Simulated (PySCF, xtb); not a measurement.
C6H4N2, SMILES c1ncc(cc1)C#N.

GFN2-xTB in xtb at its own geometry gives an orbital gap of 2.68 eV and a dipole moment of 3.60 D.

Geometry optimised at PBE-D3(BJ)/def2-SVP.

### Question
What does PBE/def2-TZVP run with PySCF give? (An estimate is asked for; the answer gives what the named calculation found.)

### Answer
gap 3.64 eV (levels -6.61 and -2.96 eV), dipole 3.94 D.
